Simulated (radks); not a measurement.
Results of a calculation; reference values are marked as such.
Coulomb parameter of the 5d shell of the gold ion Au+ in the model configuration [Xe] 4f14 5d8.5 6s1.5, as a second difference U = [E(n + 0.25) + E(n - 0.25) - 2 E(n)] / (0.25)^2 with all orbitals relaxed. "Bare": the charge of the atom changes with n. "Screened": the 6s shell takes up the change at fixed total charge, which measures U(5d,5d) + U(6s,6s) - 2 U(5d,6s). Level of theory: Dirac Kohn-Sham, PBE, spin-unpolarised, spherical densities, finite nucleus; open shells are shared between the two j in proportion to 2j + 1; Fermi nuclear charge, rms radius 5.4371 fm (a radial shooting solver on a logarithmic mesh with Libxc functionals).

start: configuration [Xe] 4f14 5d8.5 6s1.5; E - E(n) (eV) 0.000
bare +0.25: configuration [Xe] 4f14 5d8.75 6s1.5; E - E(n) (eV) -4.363
bare -0.25: configuration [Xe] 4f14 5d8.25 6s1.5; E - E(n) (eV) 5.100
screened +0.25: configuration [Xe] 4f14 5d8.75 6s1.25; E - E(n) (eV) -0.957
screened -0.25: configuration [Xe] 4f14 5d8.25 6s1.75; E - E(n) (eV) 1.039

U(bare) = 11.798 eV, U(screened by 6s) = 1.308 eV.
